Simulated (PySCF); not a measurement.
## Computed structure and properties of [CeCl2]+

System: [CeCl2]+ (singlet in the valence; each metal's 4f electrons, 1 of them, lie in its core potential, out of spins and levels); start: template (C2v). Method: PySCF 2.14.0, RKS PBE0, Ce lcecp-1-SVP with ECP47, Cl def2-SVP; non-relativistic Hamiltonian with scalar-relativistic core potentials where named; density fitting; no spin-orbit coupling.

Input of the relaxation:

```python
mol = gto.M(atom='''
Ce     0.00000     0.00000    -0.36811
Cl     2.46810    -0.00000     0.73639
Cl    -2.46810     0.00000     0.73639''',
    basis={'Ce': 'lcecp-1-SVP', 'Cl': 'def2-SVP'},
    ecp={'Ce': 'lcecp-1-SVP'},
    charge=1, spin=0)
mf = dft.RKS(mol, xc='PBE0')
mf.grids.atom_grid = (50, 194)  # f atoms: unpruned, at least (60, 302)
mf = mf.density_fit()  # fitting sets: Ce AutoAux, Cl def2-universal-JKFIT
mf.conv_tol = 1e-08; mf.max_cycle = 55
mf.kernel(dm0)  # dm0: converged density of the start geometry
# quasi-Newton relaxation in Cartesian coordinates to a largest gradient under 0.00045 Eh/bohr, steps kept in the point group
```

Run from Python with OMP_NUM_THREADS=2; the lines above give its settings. Where DIIS fails, smearing, a level shift and second-order steps follow.
It took 14 s on 2 threads of AMD EPYC 7B13 (Zen 3) (shared host), from the converged density of the start.

Course of the relaxation:

```tsv
step	energy above end (eV)	largest force component within the symmetry (eV/Å)
0	0.6229	2.065
1	0.2179	1.089
2	0.0962	0.720
3	0.0526	0.280
4	0.0152	0.425
5	0.0050	0.176
6	0.0000	0.011
7	0.0000	0.002
```

Relaxed geometry (C2v):

```xyz
3

Ce    0.0000    0.0000   -0.5979
Cl    2.0167    0.0000    0.8513
Cl   -2.0167    0.0000    0.8513
```

| contact | Å |
| --- | --- |
| Ce1–Cl2 (Cl) | 2.483 |
| Ce1–Cl3 (Cl) | 2.483 |

On the finer grid (75, 302):

```
HOMO                                                          : -13.52 eV
LUMO                                                          : -7.68 eV
Dipole about the centre of mass                               : 7.14 D
Set of Mulliken populations of Ce1 outside the core potential : s 2.13, p 6.16, d 1.30, f 0.05
D3(BJ) dispersion energy (not in the energies)                : -0.072 eV
```

| atom | Mulliken (e) | Löwdin (e) | spin (e) |
| --- | --- | --- | --- |
| Ce1 | 1.36 | 0.81 | 0.00 |
| Cl2 | -0.18 | 0.10 | 0.00 |
| Cl3 | -0.18 | 0.10 | 0.00 |

The 4f levels lie in the core potential and are missing. Their spin isn't counted.

On the grid (50, 194), as all that follows. Harmonic modes: a minimum; lowest 78 cm⁻¹ (negative: unstable), highest 386 cm⁻¹, zero-point energy 0.052 eV.

Taking off one Cl (charge -1, singlet; the rest: singlet) in vacuum, both parts rigid, costs 14.21 eV; the small basis without counterpoise inflates it. Most of it is the attraction of opposite charges; other ways to part are cheaper, and one spin state was tried for the rest.

Rigid scan of Cl along the line from its metal:

```tsv
distance to Cl2 (Å)	energy (eV)
2.18	0.991
2.28	0.386
2.38	0.085
2.48	0.000
2.58	0.067
2.68	0.239
2.88	0.768
3.18	1.738
3.58	2.988
4.08	4.228
```

One start shape was tried, so this needn't be the lowest isomer.

An lcecp potential fixes the number of 4f electrons, so in runs with it no electron can move into or out of that shell.
